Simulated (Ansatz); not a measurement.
`[CH3][Al]([SiH3])[O][SiH3]` + `N[Si](N)(O)O` → `[CH3][Al]([OH])[SiH3]` + `N[Si](N)(O)O[SiH3]`  (redistribution)

Gas-phase electronic energies from Ansatz, PBE0-D4/def2-TZVP geometries. CBS: MP2 limit from def2 TZ/QZ plus the TZ coupled-cluster correction, frozen cores. Functionals use def2-TZVPP. One conformer a species, not always the lowest.

`[CH3][Al]([SiH3])[O][SiH3]`:

```xyz
14

C    -1.641    1.486    1.190
Al   -0.354    0.476    0.143
Si    0.712    1.236   -1.934
O     0.098   -1.066    0.674
Si    0.834   -2.513    0.722
H    -2.067    0.893    2.003
H    -2.461    1.852    0.564
H    -1.170    2.372    1.631
H     2.193    1.067   -1.880
H     0.226    0.442   -3.101
H     0.435    2.671   -2.233
H     1.685   -2.718   -0.483
H    -0.183   -3.597    0.773
H     1.695   -2.605    1.931
```

`N[Si](N)(O)O`:

```xyz
11

N     0.770    1.373    0.359
Si   -0.121   -0.053    0.108
N     0.289   -0.816   -1.351
O    -1.752    0.118   -0.046
O     0.234   -0.910    1.470
H     0.631    2.201   -0.192
H     1.182    1.564    1.256
H    -0.409   -1.174   -1.978
H     1.200   -0.737   -1.766
H    -2.227    0.296    0.766
H     0.203   -1.862    1.374
```

`[CH3][Al]([OH])[SiH3]`:

Cartesian coordinates in Å:
```
C -1.590 1.220 -0.316
Al 0.198 0.549 0.044
O 1.422 1.705 0.296
Si 0.786 -1.838 0.151
H -1.620 2.312 -0.303
H -2.307 0.850 0.424
H -1.949 0.881 -1.293
H 2.329 1.468 0.480
H -0.018 -2.557 1.183
H 0.523 -2.526 -1.147
H 2.224 -2.064 0.481
```

`N[Si](N)(O)O[SiH3]`:

Cartesian coordinates in Å:
```
N -1.796 0.049 0.339
Si -0.452 -0.407 -0.604
N -0.318 0.737 -1.842
O -0.478 -1.847 -1.390
O 0.787 -0.534 0.470
Si 1.603 0.393 1.539
H -2.690 0.204 -0.097
H -1.898 -0.291 1.280
H 0.159 0.533 -2.702
H -0.448 1.720 -1.684
H -0.057 -2.575 -0.933
H 1.784 1.775 1.018
H 2.934 -0.222 1.775
H 0.869 0.464 2.831
```

| species | PBE-D4 energy (Eh) |
| --- | --- |
| `[CH3][Al]([SiH3])[O][SiH3]` | -939.74820 |
| `N[Si](N)(O)O` | -552.93317 |
| `[CH3][Al]([OH])[SiH3]` | -649.16254 |
| `N[Si](N)(O)O[SiH3]` | -843.51866 |

Q: Work out ΔE.

A: ΔE = (-649.16254) + (-843.51866) − (-939.74820) − (-552.93317) = 0.00017 Eh = +0.1 kcal/mol. CCSD(T)/CBS gives +0.5 kcal/mol.

Largest T1 diagnostic among the species: 0.013.

In def2-TZVPP, CCSD(T) changes the Hartree–Fock value by −1.3 kcal/mol (the triples alone add −0.2 kcal/mol) and MP2 by −1.2 kcal/mol.
